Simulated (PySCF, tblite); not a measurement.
Isomers of [C6H16PSi]+ (charge +1), one GFN2-xTB conformer each. Single-point energies are computed at PBE0/pcSseg-1 (PySCF, gas phase, no added dispersion term), electronic only.

Task: Rank them by PBE0/pcSseg-1 energy, lowest first (kcal/mol).
A. `[CH3:1][CH2:2][PH+:3]1[CH2:4][CH2:5][SiH2:6][CH2:7][CH2:8]1` (charge +1) with C1–C2–P3–C4 172°, C2–P3–C4–C5 -176°, P3–C4–C5–Si6 -59°, C4–C5–Si6–C7 56°, C5–Si6–C7–C8 -56°
B. `[CH3:1][C@@H:2]1[CH2:3][CH2:4][P@+:5]1([CH3:6])[CH2:7][SiH3:8]` (charge +1) with C4–P5–C7–Si8 -171°, C1–C2–C3–C4 -100°, C2–C3–C4–P5 -16°, C3–C4–P5–C6 -96°, C1–C2–P5–C4 102°
C. `[CH3:1][CH2:2][CH2:3][Si@@H:4]([PH3+:5])[CH:6]1[CH2:7][CH2:8]1` (charge +1) with C1–C2–C3–Si4 59°, C2–C3–Si4–P5 168°, C3–Si4–C6–C7 -65°
D. `[CH2:1]=[CH:2][P@H+:3]([CH2:4][SiH3:5])[CH2:6][CH2:7][CH3:8]` (charge +1) with C1–C2–P3–C4 -111°, C2–P3–C4–Si5 176°, C2–P3–C6–C7 -47°, P3–C6–C7–C8 -58°

Result: A (0.0), B (13.6), D (30.0), C (40.8).

As drawn, the highest has a three-membered ring, which the lowest lacks. GFN2-xTB itself gives, in the same order: 0.0, 3.2, 21.4, 27.3. Both levels put the same isomer lowest; measured from each level's own lowest isomer, the values differ by up to 13.5 kcal/mol (CCC[Si@@H]([PH3+])C1CC1: 27.3 against 40.8).

Task: Which frontier levels and rotational constants go with these structures?

Result: 
```csv
SMILES,"HOMO (eV, PBE0/pcSseg-1)",LUMO (eV),"A, B, C (MHz)"
CC[PH+]1CC[SiH2]CC1,-12.24,-3.62,"2801, 856.5, 704.7"
C[C@@H]1CC[P@+]1(C)C[SiH3],-13.04,-4.04,"2093, 978.2, 813.3"
C=C[P@H+](C[SiH3])CCC,-12.70,-5.23,"1725, 849.9, 640.0"
CCC[Si@@H]([PH3+])C1CC1,-12.25,-5.24,"1709, 918.0, 671.5"
```

Task: What happens when harmonic zero-point energies from GFN2-xTB frequencies are added?

Result: 
```
                    SMILES  ZPE (kcal/mol)  electronic (kcal/mol)  with ZPE (kcal/mol)
       CC[PH+]1CC[SiH2]CC1           125.9                    0.0                  0.0
C[C@@H]1CC[P@+]1(C)C[SiH3]           124.0                   13.6                 11.8
     C=C[P@H+](C[SiH3])CCC           122.3                   30.0                 26.4
   CCC[Si@@H]([PH3+])C1CC1           124.4                   40.8                 39.3
```

The zero-point energies span 3.6 kcal/mol. The order is unchanged.
